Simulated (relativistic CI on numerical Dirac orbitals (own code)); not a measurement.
**Nd4+ (4f2) in a crystal field**

Calculated by Dirac-Coulomb-Breit CI, separate exchange-only KLI orbitals for each configuration, model QED (radiative potential, 1s self-energy scaled to tabulated hydrogen-like ionisation energies), valence Slater integrals scaled by 0.8, one configuration in a parametric crystal field (own radial code).

Field parameters in Wybourne normalisation; cubic f-shell fields have B⁴₄ = √(5/14) B⁴₀ and B⁶₄ = −√(7/2) B⁶₀. The field is a parameter set, without covalency.

S is read from ⟨S²⟩ = S(S + 1).

Powder χT (cm³ K mol⁻¹) by Van Vleck's formula, with temperature-independent terms:

```
                                                                                                           Field     2 K     5 K    10 K   20 K   50 K  100 K  200 K  300 K
C2v, B20 = -830, B22 = -150, B40 = -590, B42 = -40, B44 = -1100, B60 = 380, B62 = 540, B64 = 340, B66 = 180 cm⁻¹  0.0411   0.103   0.206   0.41  0.887   1.22   1.45   1.54
                                 D3d, B20 = 1550, B40 = 1090, B43 = 1450, B60 = 1000, B63 = -990, B66 = 750 cm⁻¹    1.08    1.08    1.09    1.1   1.15   1.22   1.34   1.43
                                 D3d, B20 = 1940, B40 = 610, B43 = 1540, B60 = -480, B63 = 1010, B66 = -100 cm⁻¹    1.23    1.24    1.24   1.25   1.29   1.34   1.42   1.49
                                                       D3h, B20 = -200, B40 = -1210, B60 = -670, B66 = -290 cm⁻¹   0.342   0.412   0.524  0.703   1.04   1.33   1.53   1.59
                                                                                 Oh, B40 = -3900, B60 = 480 cm⁻¹    1.01    1.02    1.02   1.03   1.06   1.11   1.22   1.31
                                                                                  Oh, B40 = 1720, B60 = 670 cm⁻¹  0.0131  0.0327  0.0655  0.131  0.327  0.647   1.13   1.37
```

Q: For C2v, B20 = -830, B22 = -150, B40 = -590, B42 = -40, B44 = -1100, B60 = 380, B62 = 540, B64 = 340, B66 = 180 cm⁻¹: what effective moment follows at 300 K?

A: μ_eff = √(8χT) = 3.51 μB. The LS value g√(J(J + 1)) of the free ion's 3H_4 level is 3.58 μB. The ground level is a non-magnetic singlet, so χT starts at zero and rises through temperature-independent paramagnetism and the filling of excited levels.
